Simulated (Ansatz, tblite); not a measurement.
Cost and result up the ladder for Ga3As4 (the lowest doublet isomer of a short search) (7 atoms). Charge 0, multiplicity 2. Geometry: PBE-D4/def2-SVP.

```xyz
7

Ga   -0.414   -0.449   -2.340
Ga   -1.423   -1.063    0.418
Ga    1.411    1.046   -0.491
As   -1.272    1.450   -0.602
As   -0.434    1.296    1.663
As    1.091   -1.647   -0.424
As    1.039   -0.633    1.775
```

Ansatz on 4 threads of Intel Xeon on a shared host; xTB runs through tblite on one thread. Times are rough, summed over both states, and most runs start from the orbitals of an earlier one. PBE0-D4/def2-SVP serves as the yardstick here, not as an exact answer. The other state is a quartet at its own geometry, which has other bonds, so the gap mixes isomer and spin.

The xTB rows come from tblite. The structure comes from a short search, and lower isomers may exist.

Run but left out: HF/STO-3G, MP2/def2-SVP (doublet: ⟨S²⟩ 0.93 to 3.88, where a pure state has 0.75).

xTB has no spin-polarisation term.

```tsv
level	functions	wall time	quartet − doublet (eV)	difference from PBE0-D4/def2-SVP (eV)	remarks
GFN2-xTB	63	0.099 s	0.84	0.19	–
GFN1-xTB	63	0.1 s	0.77	0.12	–
PBE-D4/def2-SVP	224	31 s	0.78	0.13	–
r2SCAN-D4/def2-SVP	224	84 s	0.60	-0.05	–
PBE0-D4/def2-SVP (with forces)	224	1.7 min	0.65	0.00	–
HF/def2-SVP	224	2.1 min	0.00	-0.65	spin-contaminated (⟨S²⟩ 0.93) (doublet), spin-contaminated (⟨S²⟩ 3.89) (quartet)
```
